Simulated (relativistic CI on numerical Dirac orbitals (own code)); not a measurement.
**Er2+: 4p photoemission**

Computed with this model: Dirac-Coulomb-Breit CI, separate exchange-only KLI orbitals for each configuration, QED by a radiative potential, valence Slater integrals scaled by 0.9, multiplet model of photoemission in the sudden approximation; configurations [Xe] 4f12 → [Ar] 3d10 4s2 4p5 4d10 4f12 5s2 5p6; 80 K; Lorentzian 1.75 eV and Gaussian 0.7 eV FWHM. Energies are those of the free ion, without screening or charge transfer. The energies are binding energies and can lie tens of eV above those of solids. S is read from ⟨S²⟩ = S(S + 1).

free ion: ground-state S = 1.00, centroid 356.96 eV. Peaks (eV, height): 339.6 (100), 346.4 (42), 387.0 (69).

Strongest unbroadened transitions for free ion:

```csv
Energy (eV),Relative strength
339.17,100.0
340.05,11.6
340.08,48.4
340.12,6.1
340.42,13.3
341.58,23.8
342.28,2.1
342.82,20.4
343.57,7.5
344.70,6.5
345.91,17.9
346.28,19.6
346.63,12.3
347.72,34.0
385.67,41.8
386.23,32.9
387.31,76.9
389.71,10.0
```
